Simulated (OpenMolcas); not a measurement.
# Ti²⁺: effect of the basis set

```yaml
Program: OpenMolcas
Method: RASSCF
Active_space: 8 electrons in 8 orbitals (RAS1 3p, at most 2 holes; RAS2 3d)
State_averaging: 2S+1 = 3 even, 10 roots; 2S+1 = 1 even, 15 roots
Spin-orbit_coupling: state interaction with AMFI integrals over the reference wave functions, term energies averaged over their components
```

A. ANO-RCC-VTZP [6s5p3d2f1g], DKH2, point nucleus; cost of the order of 18 core-seconds
B. ANO-R2 [6s5p4d2f1g], X2C, finite nucleus; cost about 14 core-seconds
C. ANO-RCC-VQZP [7s6p4d3f2g1h], DKH2, point nucleus; cost of the order of 22 core-seconds

Energies in cm-1 above 3d2 3F2, the measured ground level; measured values from Corliss and Sugar, J. Phys. Chem. Ref. Data 8, 1 (1979).

```tsv
Level	A	B	C	Measured
3d2 3F2	0.0	0.0	0.0	0.0
3d2 3F3	214	206	214	185
3d2 3F4	492	474	492	420
3d2 1D2	10513	10479	10511	8474
3d2 3P0	13043	13004	13043	10538
3d2 3P1	13116	13074	13116	10604
3d2 3P2	13268	13220	13267	10721
3d2 1G4	18495	18428	18486	14398
3d2 1S0	38166	38013	38135	32476
```

Deviations, from unrounded energies. A percentage is the sum of absolute deviations over the sum of measured energies, with the sign that they share, or ± where signs differ.

```tsv
Against measurement	Levels	A	B	C
mean absolute deviation (cm-1)	8	2400	2400	2400
fine structure of the ground term (%)	2	+16.5	+12.2	+16.6
other terms of the ground configuration (%)	6	+22.2	+21.8	+22.2
```

A, B, C lie about equally close to measurement. The largest miss of B in the table is 3d2 1S0, by +5500 cm-1. The ranking rests on the paired levels alone, and a cruder setting can come out closer through cancelling errors.

Among A to C the level of the table that moves most is 3d2 1S0, by 150 cm-1 (lowest in B, highest in A).

Without dynamic correlation excited terms often stand tens of per cent too high (terms of higher spin than the ground term too low), and those without a measured partner can miss by more than the paired ones. Active for correlation alone: 3p; no level in the range computed is led by a configuration that opens it, so any true level of that kind is missing. Measured partners are found by configuration, term and J. A level has none where our copy of the source lacks it or the pairing is in doubt (some pairs that miss far off the trend of their configuration count as doubtful), and it then counts in no deviation. Levels of configurations outside the active space are missing.
